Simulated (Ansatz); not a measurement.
A run for Ansatz (a program for electronic structure): U-PBE0/def2-TZVPP on CdO+, 2S+1 = 4, a spin state set in the input, which need not be the lowest, a point of a bond scan (R = 2.611 Å). Charge +1. Elements past Kr take the def2 small-core potentials; no spin–orbit coupling.

Ansatz 0.2 input:
```yaml
crystal:
  periodic: [false, false, false]
  atoms:
    - {symbol: Cd, position_ang: [0.00000000, 0.00000000, 0.00000000]}
    - {symbol: O, position_ang: [0.00000000, 0.00000000, 2.61062700]}
basis:
  gaussian:
    orbitals: def2-TZVPP
    pivot_positions_ang: [[0.00000000, 0.00000000, 0.00000000], [0.00000000, 0.00000000, 2.61062700]]
hamiltonian:
  xc: {name: PBE0}
total_charge: 1
magnetization: {spin_polarized: true, initial_magnetization: 3}
output: {forces: true, orbitals: {seedname: ./end}}
```

The head of its log:

```
WARN ansatz: RAYON_NUM_THREADS=1 ignored (pool sized by the plan → 1); use --threads N
Functional definition: PBE0
integrals: 0.02 GiB planned
560 factors; their error is unknown
mean field: 0.27 GiB planned
mean field evaluation 1: about -6502.0293 eV, gradient 1.2e2 eV
mean field evaluation 2: about -6135.3618 eV, gradient 1.7e2 eV
```

Q: What total energy does the run end on?

A: -242.4850 hartree.
